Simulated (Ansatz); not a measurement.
Diatomic TiN, multiplicity 2 (the spin of the measured ground state). No spin–orbit coupling. Ti is treated without relativity. The T1 diagnostic near the minimum is 0.074, so single-reference values are doubtful.

```tsv
level	bond energy D_e (eV)
SVWN5/def2-TZVPP	7.217
PBE/def2-TZVPP	6.108
r2SCAN/def2-TZVPP	4.909
B3LYP/def2-TZVPP	4.933
CAM-B3LYP/def2-TZVPP	4.660
wB97X-V/def2-TZVPP	4.778
wB97M-V/def2-TZVPP	4.500
```

The rows run from 4.500 (wB97M-V/def2-TZVPP) to 7.217 eV (SVWN5/def2-TZVPP). The 7 functionals in def2-TZVPP without D3 or D4 span 2.717, from wB97M-V to SVWN5.

D_e counts from the fitted minimum to each atom's lowest state at the same level, without counterpoise. The lowest state of Ti differs between levels (2S+1 = 3, 5).

Programs: Ansatz (an electronic-structure program) with Gaussian orbitals.
